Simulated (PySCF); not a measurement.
Working out the ionisation energy of Ge+

Ge+ [Ar] 3d10 4s2 4p1 (2P) → Ge(2+) [Ar] 3d10 4s2 (1S). Computed with PySCF 2.14 in x2c-TZVPPall, with scalar relativity by spin-free X2C-1e. Frozen: [Ne]. Energies in hartree (1 hartree = 27.21139 eV):

| part | Ge+ (lower) | Ge(2+) (upper) |
| --- | --- | --- |
| UHF | -2096.775745 | -2096.217191 |
| CCSD correlation | -0.297967 | -0.283038 |
| (T) | -0.007379 | -0.006408 |

Task: What does Hartree-Fock give?

Result: (-2096.217191) − (-2096.775745) = 0.558554 hartree = 15.199 eV.

Task: What do CCSD and CCSD(T) give?

Result: The CCSD correlation energies differ by 0.014929 hartree = 0.406 eV and the triples by 0.000971 hartree = 0.026 eV, so CCSD gives 15.605 eV and CCSD(T) 15.631 eV.

Measured between the centres of the two terms (NIST): 15.789 eV, so CCSD(T) (valence and next inner shell) is off by -0.158 eV.

What remains against the reference includes basis incompleteness, the frozen core and higher excitations.
